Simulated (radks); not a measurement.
The praseodymium ion Pr2.875+, 56.125 electrons, occupied as [Xe] 4f2.125 (fractional occupations, a model configuration).

Method: Dirac Kohn-Sham, PBE, spin-unpolarised, spherical densities, finite nucleus; open shells are shared between the two j in proportion to 2j + 1; Fermi nuclear charge, rms radius 4.8919 fm; computed with a radial shooting solver on a logarithmic mesh with Libxc functionals.

Energy parts (eV):
| part | energy |
|---|---|
| total | -251457.19 |
| kinetic | 270448.18 |
| electron-nucleus | -612029.84 |
| Hartree | 95997.21 |
| exchange-correlation | -5872.74 |

Orbitals (lengths in bohr, moments of r in powers of bohr; <r^-3> diverges for s and p1/2; r(max) is where P^2 peaks; r(90%) holds 90 % of the orbital's charge):
orbital,occ.,eigenvalue (eV),<r^4>,<r^-3>,r(90%),r(max),small-component weight
1s1/2,2,-41801.97,1.646e-06,-,0.0435,0.01541,4.78e-02
2s1/2,2,-6745.662,0.0002691,-,0.159,0.08741,1.04e-02
2p1/2,2,-6377.035,0.0001688,-,0.142,0.06651,1.04e-02
2p3/2,4,-5894.843,0.0002122,7509,0.150,0.07186,9.80e-03
3s1/2,2,-1477.932,0.01087,-,0.400,0.2493,3.21e-03
3p1/2,2,-1321.115,0.01007,-,0.393,0.2361,3.15e-03
3p3/2,4,-1225.594,0.01197,1529,0.410,0.2476,2.97e-03
3d3/2,4,-951.8955,0.009071,251.8,0.384,0.1987,2.85e-03
3d5/2,6,-931.3136,0.009571,228.2,0.389,0.2019,2.80e-03
4s1/2,2,-316.2422,0.2765,-,0.893,0.5790,9.95e-04
4p1/2,2,-257.4857,0.3226,-,0.929,0.5873,9.27e-04
4p3/2,4,-236.8259,0.3817,331.8,0.969,0.6119,8.68e-04
4d3/2,4,-140.2630,0.5817,45.55,1.08,0.6300,7.20e-04
4d5/2,6,-136.6186,0.6140,40.86,1.09,0.6381,7.04e-04
5s1/2,2,-63.6829,8.622,-,2.11,1.339,2.22e-04
5p1/2,2,-47.4448,13.65,-,2.37,1.458,1.80e-04
5p3/2,4,-44.3586,16.28,49.33,2.48,1.524,1.66e-04
4f5/2,0.910714,-27.8297,4.538,4.949,1.75,0.6762,3.78e-04
4f7/2,1.21429,-27.4356,4.733,4.810,1.76,0.6809,3.73e-04

The highest occupied level is 4f7/2 at -27.436 eV. The electron density at the nucleus is 4.169e+05 e/bohr^3. The density falls to 0.001 e/bohr^3 at r = 3.45 bohr. Summed over all electrons, <r^2> = 38.38 bohr^2, which gives a Langevin (diamagnetic) susceptibility term of -30.4 x 10^-6 cm^3/mol.
